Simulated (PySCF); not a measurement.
Computed shifts of a molecule C2H6AlFO, HF/pcSseg-1 (PySCF), GIAO, gas phase, atoms alike by connectivity averaged where their shifts nearly agree, in ppm (number of nuclei): ¹H: 4.18 (1), 4.03 (2), 1.61 (3). ¹⁹F: -140.3 (1). ¹³C: 58.8 (1), 24.8 (1). References: ¹H against TMS (σ = 31.99 ppm); ¹⁹F against CFCl3 (σ = 238.5 ppm); ¹⁷O against H2O (σ = 333.0 ppm); ¹³C against TMS (σ = 192.6 ppm), references at their B3LYP-D3(BJ)/def2-TZVP geometries, non-relativistic. Geometry optimised at B3LYP-D3(BJ)/def2-SVP. One conformer was computed; it need not be the lowest.

Pick the molecule that these values belong to.
(A) C[CH2][Al]([OH])[F]
(B) C[O][Al]([CH3])[F]
(C) CC[O][AlH][F]

C, CC[O][AlH][F]
